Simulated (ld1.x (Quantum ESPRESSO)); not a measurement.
What one change does to a pseudopotential (phosphorus (P), ultrasoft)

| Quantity | Value |
| --- | --- |
| Element | P |
| Generator | ld1.x (Quantum ESPRESSO) 7.5 |
| Type | ultrasoft |
| Functional | PW91 |
| Relativity | scalar-relativistic |
| Frozen core | [Ne] |
| Valence charge | 5 |
| Reference configuration | 3s2 3p2.5 (charge +0.5) |
| Partial waves | 3s (bound): rcut 1.20, rcutus 1.40 bohr; 3s channel at -0.75 Ry: rcut 1.20, rcutus 1.40 bohr; 3p (bound): rcut 1.70, rcutus 2.10 bohr; 3p channel at 4.1 Ry: rcut 1.70, rcutus 2.10 bohr |
| Local potential | all-electron potential smoothed inside 1.05 bohr (lloc = -1) |
| Core correction | none |
| Augmentation charge | PSQ, radius 1.25 bohr |

Change: core correction a·sin(br)/r model core inside 1.36 bohr.

Cutoffs: the cutoffs (Ry, on a coarse ladder) from which the occupation-weighted sum of valence levels, in a spherical-Bessel basis at the reference potential, stays within 10 and 1 mRy of its value at 400 Ry; they do not see the model core or the augmentation charge, which bear on the density cutoff. Errors are all-electron minus pseudo energies relative to the spin-unpolarised reference configuration.

Problem. Predict the effect on cutoff, ghosts and configuration errors.

Solution. The potential gets neither clearly harder nor softer (18 Ry and 40 Ry → 18 Ry and 40 Ry); both files keep a bound ghost (s); of the 7 tests that both files solve, the error grows in 1 and shrinks in 3 by more than 15 % and 0.3 meV (median size 2.7 → 1.7 meV). A model core, the more so a compact one, raises the density cutoff, which this test does not measure.

```tsv
quantity	base	changed
cutoff, loose	18 Ry	18 Ry
cutoff, tight	40 Ry	40 Ry
bound ghosts	s	s
error for 3s2 3p3, meV [ΔE -3.80 eV]	+0.3	+0.5
error for 3s2 3p2, meV [ΔE 5.98 eV]	-0.1	0.0
error for 3s2 3p1, meV [ΔE 25.19 eV]	+2.7	+1.7
error for 3s2 3p0, meV [ΔE 55.01 eV]	+18	+7.1
error for 3s2 3p3.3, meV [ΔE -5.12 eV]	+0.7	+1.0
error for 3s1 3p4, meV [ΔE 4.74 eV]	+5.4	+5.0
error for 3s1 3p0, meV [ΔE 107.10 eV]	+113	+8.8
s: phases at 2.31 bohr within 0.05 rad from the reference energy up to (Ry; the scan ends near 5)	to the end of the scan	to the end of the scan
p: phases at 2.31 bohr within 0.05 rad from the reference energy up to (Ry; the scan ends near 5)	to the end of the scan	to the end of the scan
lowest overlap eigenvalue by channel	s 0.50, p 0.34	s 0.50, p 0.34
```

 A true bound ghost makes a file unfit for plane-wave use even where its test errors are small: the radial tests pick states by their node count and pass the ghost by.
